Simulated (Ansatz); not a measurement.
Reaction (formal exchange of groups at a C–C bond): `N=CCN` + `[F][GeH2][SH]` → `N[CH2][GeH]([F])[SH]` + `C=N`

Calculated with Ansatz (gas phase, PBE0-D4/def2-TZVP geometries, no zero-point term in ΔE). CBS: MP2 limit from def2 TZ/QZ plus the TZ coupled-cluster correction, frozen cores. This one scheme is used for every species. DFT in def2-TZVPP. B3LYP here is the variant with VWN-RPA as its local correlation; programs differ in this. For Ge outer-core shells are correlated without core-valence functions, which leaves a few kJ/mol of doubt a bond. Scalar relativity is left out up to krypton. Each species was taken in one conformer, which may not be the lowest.

| level | ΔE (kJ/mol) | difference from CCSD(T)/CBS |
| --- | --- | --- |
| r2SCAN-D4 | 11.3 | 9.3 |
| B3LYP-D4 | 6.2 | 4.2 |
| ωB97X-V | 9.9 | 7.9 |
| ωB97M-V | 7.9 | 5.9 |
| B2PLYP | 8.5 | 6.5 |
| PBE | 11.4 | 9.4 |
| r2SCAN | 12.2 | 10.2 |
| PBE0 | 13.2 | 11.2 |
| HF/def2-TZVPP | 17.6 | 15.6 |
| MP2/def2-TZVPP | 3.3 | 1.3 |
| SCS-MP2/def2-TZVPP | 4.8 | 2.8 |
| CCSD/def2-TZVPP | 5.5 | 3.5 |
| CCSD(T)/def2-TZVPP | 4.3 | 2.3 |
| HF/def2-QZVPP | 18.6 | 16.6 |
| SCS-MP2/def2-QZVPP | 4.0 | 2.0 |
| CCSD/CBS(def2) | 3.2 | 1.2 |
| CCSD(T)/CBS | 2.0 | 0 |

Largest T1 diagnostic among the species: 0.012.

The D4 term adds −5.1 kJ/mol with B3LYP and −3.0 kJ/mol with PBE0; it sums over pairs of atoms, weighted by their polarisabilities, and B3LYP, whose exchange is more repulsive, gets the larger term. In def2-TZVPP, CCSD(T) changes the Hartree–Fock value by −13.3 kJ/mol (the triples alone add −1.2 kJ/mol) and MP2 by −14.3 kJ/mol.
